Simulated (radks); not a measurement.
The numbers below are computed, except where a source is named.
Correlation energies from several functionals, in hartree. Species: Rb [Kr] 5s1; As [Ar] 3d10 4s2 4p3; Mg [Ne] 3s2; Rh43+ [He]; Tb4+ [Xe] 4f7. Code: a radial shooting solver on a logarithmic mesh with Libxc functionals. Model: non-relativistic Kohn-Sham, exchange-only B88, spin-polarised, spherical densities, point nucleus. Every spin shell is full or empty, so the densities are truly spherical. Functionals are evaluated on that one density, not self-consistently.

functional,Rb,As,Mg,Rh43+,Tb4+
PW92,-3.3432,-2.9252,-0.88675,-0.29071,-6.2270
VWN5,-3.3582,-2.9393,-0.89086,-0.29138,-6.2536
PZ,-3.3412,-2.9197,-0.88416,-0.29220,-6.2197
Chachiyo,-3.2955,-2.8803,-0.86963,-0.28976,-6.1452
PBEsol,-2.0533,-1.7827,-0.48224,-0.063091,-3.9904
LYP,-1.7818,-1.5557,-0.46019,-0.050055,-3.2434
AM05,-3.0906,-2.7002,-0.79719,-0.25323,-5.8384
TPSS,-1.7988,-1.5584,-0.41241,-0.049237,-3.5455
r2SCAN,-1.8120,-1.5793,-0.41327,-0.045697,-3.5852
B95,-2.1615,-1.8571,-0.46808,-0.10548,-4.4068
Tao-Mo,-1.7174,-1.4839,-0.36761,-0.033588,-3.4500
